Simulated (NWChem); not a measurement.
Molecule: InH3O; SMILES [OH][InH2]

Program: NWChem. Coordinates come from a PBE0/def2-SVP optimisation. def2 effective core potentials on In; no spin-orbit coupling. Ions are spin-unrestricted doublets at the neutral geometry; other ion states weren't tried.

```tsv
level	−ε(HOMO) (eV)
PBE/def2-SVPD	6.82
CAM-B3LYP/def2-SVPD	9.73
M06-2X/def2-SVPD	9.55
```
